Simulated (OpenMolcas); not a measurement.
## d8 ions of charge +2 down a group on the Cd site of KCdF3

```json
{"Program": "OpenMolcas 26.06", "Method": "CASSCF", "Spin-orbit coupling": "state interaction with AMFI integrals over the reference wave functions"}
```

The d shell is active. Each dopant is a cluster with its nearest anions in model potentials and point charges, with no relaxation. Distances were set from a Shannon-type radius of the metal (high-spin where two are listed) plus a fixed donor radius (F 1.31 Å), in hosts weighted 0.65 to 0.35 with the host's distance in the model lattice. Ligand basis ANO-RCC-VDZP, DKH2 Hamiltonian. States (labels of O, the rotations of Oh). Energies in cm-1 above the lowest state or level, χT in cm3 K/mol; 10Dq and B are least-squares fits to the states below 45000 cm-1, weighted by degeneracy, with a free offset, and given where the rms deviation is under 5 % of |10Dq| (or 100 cm-1) and under 700 cm-1. Spin-only χT is S(S+1) / 2 for the spin of the ground state.

```csv
Ion,Shell,R (Å),Metal basis,Ground state,First state of that spin,10Dq,B (rms of fit),First gap with spin-orbit (degeneracies),χT at 300 K,First state of another spin,Spin-only χT
Ni2+,3d8,2.053,ANO-RCC-VTZP,3A2,3T2 5841,5681,1291 (77),"5573 (3, 2)",1.521,1E 18743,1.000
Pd2+,4d8,2.163,ANO-RCC-VTZP,3A2,3T2 11458,11491,893 (59),"10374 (3, 2)",1.478,1E 13930,1.000
```

|10Dq| changes by a factor of 11491 / 5681 = 2.02 from Ni2+ to Pd2+.

B goes from 1291 cm-1 (Ni2+) to 893 cm-1 (Pd2+).

Every ion keeps the highest spin of its shell. χT departs most from the spin-only value for Ni2+, by +0.521 cm3 K/mol.

Without dynamic correlation the repulsion within the d shell is too large (B by tens of per cent), so at a given field states of lower spin stand too high. Ligand-to-metal charge-transfer states are missing. With no ligand orbital active B as a rule stays too high, so bands that hang on it stand too high and its fall with covalency is understated. With metal d orbitals alone and no dynamic correlation 10Dq can be off by a tenth to a fifth, either way, in oxide and fluoride hosts (holds for Ni2+). Real 4d8 and 5d8 ions are as a rule square planar and diamagnetic (holds for Pd2+). With metal d orbitals alone the field can be off either way by tens of per cent (holds for Pd2+). No measured value stands beside these numbers; the geometry was set by hand and not optimised.
